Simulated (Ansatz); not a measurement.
Mulliken charges of CH₅BrFNSi (`CN[SiH](F)Br`) from r2SCAN/def2-TZVPP in Ansatz (PBE0-D4/def2-TZVP geometry).

```csv
atom,x (Å),y (Å),z (Å),charge (e)
C1,-1.150,0.159,-0.815,-0.045
N2,-0.062,-0.606,-0.241,-0.332
Si3,1.089,-0.088,0.871,0.672
F4,0.509,0.182,2.331,-0.307
Br5,1.930,1.866,0.259,-0.235
H6,-1.198,0.023,-1.899,0.059
H7,-2.120,-0.112,-0.386,0.066
H8,-0.988,1.222,-0.628,0.056
H9,-0.069,-1.586,-0.473,0.145
H10,2.142,-1.111,0.985,-0.079
```

Question: By hand: the dipole of these point charges (1 e Å = 4.8032 D).

Answer: Σ q r = (-0.251, -0.439, -0.394) e Å, of length 0.641 e Å = 3.08 D.

Question: How does the dipole of the full density compare? (An estimate is asked.)

Answer: Computed: (-0.268, -0.378, -0.349) e Å, 2.79 D; the point charges give 1.10 times that, at 5° from its direction.

Point charges leave out the atoms' own dipoles, such as those of lone pairs, and Mulliken's split depends on the basis, so the close match here is no proof of good charges.
